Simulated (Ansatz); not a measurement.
`N=[CH][Al]([F])[SH]` at its PBE0-D4/def2-TZVP geometry, where that method's forces vanish. Total charge 0; spin multiplicity 1.

```tsv
atom	x (Å)	y (Å)	z (Å)
N1	-0.9859	0.8929	-0.6473
C2	-0.5613	-0.2989	-0.8008
Al3	0.8187	-0.7763	0.5179
F4	1.5185	-2.2669	0.5147
S5	1.3846	0.7176	1.9666
H6	-1.7048	1.1493	-1.3300
H7	-0.9530	-0.9501	-1.5962
H8	0.4831	1.5326	1.3751
```

Question: For each bond, give half the difference of the two atoms' forces along it (eV/Å; positive pushes the atoms apart) under PBE-D4, r2SCAN-D4, B3LYP-D4, ωB97M-V in def2-TZVPP. (An estimate is asked.)

Answer: Ansatz gave: 
```
  bond  length (Å)  PBE-D4  r2SCAN-D4  B3LYP-D4  ωB97M-V
 N1–C2       1.274    0.57       0.32      0.19     0.18
 N1–H6       1.024    0.22      -0.01     -0.08    -0.09
C2–Al3       1.967   -0.21      -0.09     -0.08    -0.10
 C2–H7       1.100    0.01      -0.03     -0.09    -0.12
Al3–F4       1.647    0.41       0.03      0.09     0.14
Al3–S5       2.156    0.08       0.02      0.06    -0.04
 S5–H8       1.352    0.28       0.01     -0.03    -0.10
```

B3LYP here is the variant with VWN-RPA as its local correlation; programs differ in this.
